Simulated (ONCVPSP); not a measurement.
## Cutoff test, sulfur, ONCV

| Item | Value |
| --- | --- |
| Element | S |
| Generator | ONCVPSP 4.0.1 |
| Type | optimised norm-conserving Vanderbilt (ONCV) |
| Functional | revPBE |
| Relativity | scalar-relativistic |
| Frozen core | [Ne] |
| Valence charge | 6 |
| Reference configuration | 3s2 3p4 |
| Partial waves | 3s: rc 1.50 bohr, ncon 3, nbas 6, qcut 4 1/bohr, 1 projector; 3p: rc 1.45 bohr, ncon 4, nbas 7, qcut 6.4 1/bohr, local; d scattering state at 0.11 Ha: rc 1.45 bohr, ncon 4, nbas 8, qcut 7.2 1/bohr, 2 projectors, debl 3 Ha |
| Local potential | the p channel |
| Core correction | Teter function, fcfact 4.75, rcfact 1.1 |

Q: For each optimised wave give the share of its norm inside rc, the residual kinetic energy above qcut (Ha) and the cutoffs (Ha) for errors of 10, 1, 0.1 and 0.01 mHa per electron.

A:

```tsv
wave	norm inside rc	residual KE	10 mHa	1 mHa	0.1 mHa	0.01 mHa
3s	0.427	6.2e-03	7.1	30.6	51.8	97.9
3p	0.261	5.5e-06	4.0	9.8	15.9	19.6
d projector 1	0.022	2.2e-05	6.4	14.8	21.6	38.4
d projector 2	0.134	4.3e-03	23.0	31.9	112.3	139.3
```

The occupied waves need 31 Ha and 52 Ha for 1 and 0.1 mHa.
